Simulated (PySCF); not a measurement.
SeBr2, SMILES Br[Se]Br. Atoms are numbered in the order given.

```xyz
3

Se     0.0000     0.0000     0.9698
Br     0.0000     1.8494    -0.4710
Br     0.0000    -1.8494    -0.4710
```

Geometry: PBE-D3(BJ)/def2-SVP.

All values below come from PBE-D3(BJ)/def2-SVP (PySCF 2.14.0).

Frequencies are harmonic and unscaled.

Computed vibrational spectrum:
```tsv
mode	ν (cm⁻¹)	IR (km/mol)	moving atoms (share of kinetic energy)
1	95	0.1	Br 80 %, Se 20 %
2	278	30.9	Se 56 %, Br 44 %
3	284	2.4	Br 53 %, Se 47 %
```
